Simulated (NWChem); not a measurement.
System: BF cation, doublet

Input file for NWChem:

```
start job
memory heap 200 mb stack 900 mb global 1100 mb
charge 1
geometry units angstroms noautosym nocenter noautoz
  B      0.000000     0.000000    -0.778468
  F      0.000000     0.000000     0.436260
end
basis spherical
  B library iglo-iii
  F library iglo-iii
end
dft
  odft
  mult 2
  xc xcamb88 1.00 lyp 0.81 vwn_5 0.19 hfexch 1.00
  cam 0.33 cam_alpha 0.19 cam_beta 0.46
  iterations 150
end
property
  hyperfine
end
task dft property
```

Parts of the log:

```
             Northwest Computational Chemistry Package (NWChem) 7.3.0
             --------------------------------------------------------

                             Geometry "geometry" -> ""
                             -------------------------

 Output coordinates in angstroms (scale by  1.889725989 to convert to a.u.)

  No.       Tag          Charge          X              Y              Z
 ---- ---------------- ---------- -------------- -------------- --------------
    1 B                    5.0000     0.00000000     0.00000000    -0.77846800
    2 F                    9.0000     0.00000000     0.00000000     0.43626000

 Effective nuclear repulsion energy (a.u.)      19.6035459831

                              NWChem Property Module
                              ----------------------

  itol2e modified to match energy
  convergence criterion.

                                 NWChem DFT Module
                                 -----------------

 Summary of "ao basis" -> "ao basis" (spherical)
 ------------------------------------------------------------------------------
       Tag                 Description            Shells   Functions and Types
 ---------------- ------------------------------  ------  ---------------------
 B                          iglo-iii                15       35   7s6p2d
 F                          iglo-iii                15       35   7s6p2d

  itol2e modified to match energy
  convergence criterion.

            General Information
            -------------------
          SCF calculation type: DFT
          Wavefunction type:  spin polarized.
          No. of atoms     :     2
          No. of electrons :    13
           Alpha electrons :     7
            Beta electrons :     6
          Charge           :     1
          Spin multiplicity:     2
          Use of symmetry is: off; symmetry adaption is: off
          Maximum number of iterations: 150
          AO basis - number of functions:    70
                     number of shells:    30
          Convergence on energy requested:  1.00D-07
          Convergence on density requested:  1.00D-05
          Convergence on gradient requested:  5.00D-04

              XC Information
              --------------
                     Hartree-Fock (Exact) Exchange  1.000
                   CAM-Becke88 Exchange Functional  1.000
                      VWN V Correlation Functional  0.190 local
              Lee-Yang-Parr Correlation Functional  0.810

           Range-Separation Parameters
           ---------------------------
           Alpha           :  0.19
           Beta            :  0.46
           Gamma           :  0.33
           Short-Range HF  :     F

             Grid Information
             ----------------
          Grid used for XC integration:  fine
          Radial quadrature: Mura-Knowles
          Angular quadrature: Lebedev.
          Tag              B.-S. Rad. Rad. Pts. Rad. Cut. Ang. Pts.
          ---              ---------- --------- --------- ---------
          B                   0.85       70           8.0       590
          F                   0.50       70           7.0       590
          Grid pruning is: on
          Number of quadrature shells:   140
          Spatial weights used:  Erf1

      Superposition of Atomic Density Guess
      -------------------------------------

 Sum of atomic energies:        -123.95529087

 Renormalizing density from      14.00 to     13

      Non-variational initial energy
      ------------------------------

 Total energy =    -118.382348
 1-e energy   =    -194.878255
 2-e energy   =      56.892360
 HOMO         =      -0.699875
 LUMO         =      -0.331228

   convergence    iter        energy       DeltaE   RMS-Dens  Diis-err
 ---------------- ----- ----------------- --------- --------- ---------
 d= 0,ls=0.0,diis     1   -123.9146469876 -1.44D+02  8.85D-03  1.39D+00
                                                     8.24D-03  1.31D+00
 d= 0,ls=0.0,diis     2   -122.8024811920  1.11D+00  5.68D-03  4.47D+00
                                                     6.35D-03  4.59D+00
 d= 0,ls=0.0,diis     3   -124.2645422917 -1.46D+00  1.23D-03  2.70D-02
                                                     5.25D-04  2.07D-02
 d= 0,ls=0.0,diis     4   -124.2749664998 -1.04D-02  2.23D-04  2.45D-04
                                                     1.15D-04  2.91D-04
 d= 0,ls=0.0,diis     5   -124.2751885650 -2.22D-04  6.62D-05  1.36D-05
                                                     3.79D-05  1.96D-05
  Resetting Diis
 d= 0,ls=0.0,diis     6   -124.2752072607 -1.87D-05  1.34D-05  1.27D-06
                                                     1.21D-05  7.44D-07
 d= 0,ls=0.0,diis     7   -124.2752084803 -1.22D-06  2.64D-06  1.33D-07
                                                     1.95D-06  3.66D-08
 d= 0,ls=0.0,diis     8   -124.2752085557 -7.53D-08  4.86D-07  1.85D-08
                                                     1.37D-06  9.35D-08

         Total DFT energy =     -124.275208555673
      One electron energy =     -205.370888039966
           Coulomb energy =       75.629461734600
    Exchange-Corr. energy =      -14.137328233429
 Nuclear repulsion energy =       19.603545983122

 Numeric. integr. density =       12.999999955919

                    DFT Final Alpha Molecular Orbital Analysis
                    ------------------------------------------

 Vector    5  Occ=1.000000D+00  E=-9.377070D-01
              MO Center= -1.2D-10,  1.5D-10,  2.9D-01, r^2= 5.7D-01
   Bfn.  Coefficient  Atom+Function         Bfn.  Coefficient  Atom+Function
  ----- ------------  ---------------      ----- ------------  ---------------
    53      0.238987  2 F  py                52      0.228986  2 F  px
    56      0.216612  2 F  py                55      0.207547  2 F  px
    50      0.179980  2 F  py                49      0.172448  2 F  px
    59      0.087145  2 F  py                58      0.083498  2 F  px
    47      0.081719  2 F  py                15      0.078556  1 B  py

 Vector    6  Occ=1.000000D+00  E=-9.377070D-01
              MO Center= -6.9D-10,  6.6D-10,  2.9D-01, r^2= 5.7D-01
   Bfn.  Coefficient  Atom+Function         Bfn.  Coefficient  Atom+Function
  ----- ------------  ---------------      ----- ------------  ---------------
    52      0.238987  2 F  px                53     -0.228986  2 F  py
    55      0.216612  2 F  px                56     -0.207547  2 F  py
    49      0.179980  2 F  px                50     -0.172448  2 F  py
    58      0.087145  2 F  px                59     -0.083498  2 F  py
    46      0.081719  2 F  px                14      0.078556  1 B  px

[...]

          ----------------------
          Hyperfine Interactions
          ----------------------

 Total Spin Density (Fermi Contact Term)
 ------------------ --------------------
     Atom            x         y         z       Density (a.u.)      Aiso(MHz)     Aiso(Gauss)
     1  11-B      0.00000   0.00000  -1.47109       1.228896       1762.685761     628.969049
     2  19-F      0.00000   0.00000   0.82441       0.064968        273.349238      97.537641

           -------------------------------------------
           Anisotropic Interaction (Spin-Dipolar Term)
           -------------------------------------------

 ------------------------------------------------------------
     Atom            x         y         z
 ------------------------------------------------------------
     1  11-B      0.00000   0.00000  -1.47109

   Spin-Dipolar term (a.u.)
        xx             yy             zz             xy             xz             yz
 ------------------------------------------------------------------------------------------
      -0.150669      -0.150669       0.301337       0.000000      -0.000000       0.000000

   Principal Comp. of -hf- tensor (au)            Anisotropic -hfcc- (MHz)               Anisotropic -hfcc- (Gauss)
 --------------------------------------------------------------------------------------------------------------------------
     -0.150669    -0.150669     0.301337     -25.796686   -25.796686    51.593373      -9.204884    -9.204884    18.409767

   Orientation of the principal axis of Hyperfine Tensor w.r.t absolute (molecular) frame
 --------------------------------------------------------------------------------------------------------------------------
      0.745005     0.667059    -0.000000
     -0.667059     0.745005     0.000000
      0.000000    -0.000000     1.000000

 ------------------------------------------------------------
     Atom            x         y         z
 ------------------------------------------------------------
     2  19-F      0.00000   0.00000   0.82441

   Spin-Dipolar term (a.u.)
        xx             yy             zz             xy             xz             yz
 ------------------------------------------------------------------------------------------
      -0.227405      -0.227405       0.454810       0.000000       0.000000      -0.000000

   Principal Comp. of -hf- tensor (au)            Anisotropic -hfcc- (MHz)               Anisotropic -hfcc- (Gauss)
 --------------------------------------------------------------------------------------------------------------------------
     -0.227405    -0.227405     0.454810    -114.208659  -114.208658   228.417317     -40.752421   -40.752420    81.504841

   Orientation of the principal axis of Hyperfine Tensor w.r.t absolute (molecular) frame
 --------------------------------------------------------------------------------------------------------------------------
      0.752878     0.658160     0.000000
     -0.658160     0.752878    -0.000000
     -0.000000     0.000000     1.000000
```

Level: CAM-B3LYP/IGLO-III, spin-unrestricted, contact and dipolar terms. Structure relaxed at the PBE0/def2-SVP, spin-unrestricted level. No stability test was run on the SCF state.
